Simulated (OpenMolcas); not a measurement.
## Re5+: CASPT2 settings compared

```
Program             : OpenMolcas
Basis               : ANO-R1 [7s5p4d2f]
Scalar Hamiltonian  : X2C, finite nucleus
Active space        : 2 electrons in 5 orbitals (5d)
State averaging     : 2S+1 = 3 even, 10 roots; 2S+1 = 1 even, 15 roots kept (CI in the orbitals of an earlier block)
Spin-orbit coupling : state interaction with AMFI integrals over the reference wave functions, term energies averaged over their components
```

Methods on the same reference wave functions:
A. CASSCF
B. SS-CASPT2, IPEA 0.6 Eh, imaginary shift 0.25 Eh (closed shells correlated: 5s 5p)
C. SS-CASPT2, IPEA 0.6 Eh, imaginary shift 0.4 Eh (closed shells correlated: none)
D. XMS-CASPT2, IPEA 0.75 Eh, no level shift (closed shells correlated: none)

Energies in cm-1 above 5d2 3F2.

```json
{"Level": "5d2 3F2", "A": "0.0", "B": "0.0", "C": "0.0", "D": "0.0"}
{"Level": "5d2 3F3", "A": "8472", "B": "8710", "C": "8610", "D": "8630"}
{"Level": "5d2 3F4", "A": "15566", "B": "15650", "C": "15670", "D": "15690"}
{"Level": "5d2 3P0", "A": "16670", "B": "15400", "C": "15730", "D": "15590"}
{"Level": "5d2 1D2 [50 %]", "A": "19133", "B": "17730", "C": "18250", "D": "18100"}
{"Level": "5d2 3P1", "A": "21611", "B": "20660", "C": "20970", "D": "20830"}
{"Level": "5d2 1G4", "A": "29775", "B": "28820", "C": "29580", "D": "29610"}
{"Level": "5d2 3P2 [57 %]", "A": "31053", "B": "29710", "C": "30190", "D": "30030"}
{"Level": "5d2 1S0", "A": "58060", "B": "53240", "C": "53770", "D": "53570"}
```

Among B to D the level of the table that moves most is 5d2 1G4, by 790 cm-1 (lowest in B, highest in D). Moves below CASPT2's spread within the term are not significant.

From A to B the spin-free energies of the other terms of 5d2 shown, above 3F, scale by factors of 0.81 to 0.92, as is usual when dynamic correlation screens the repulsion within a d or f shell.

The lowest spin-free term lies below A's lowest term by 0.120 hartree in B, 0.002 hartree in C, 0.003 hartree in D.

CASPT2 does not keep the components of a term degenerate, so their means are used; among the terms shown or strongly mixed into the levels shown the widest spread is 120 cm-1 (5d2 3F, B). Terms from blocks run as CI alone lack orbitals of their own. The basis is small and was not contracted for so high a charge. Without dynamic correlation excited terms often stand tens of per cent too high (terms of higher spin than the ground term too low), and those without a measured partner can miss by more than the paired ones (holds for A). Levels of configurations outside the active space are missing.

A share in square brackets marks a mixed level and gives the weight of the term that names it, the lowest over the columns.
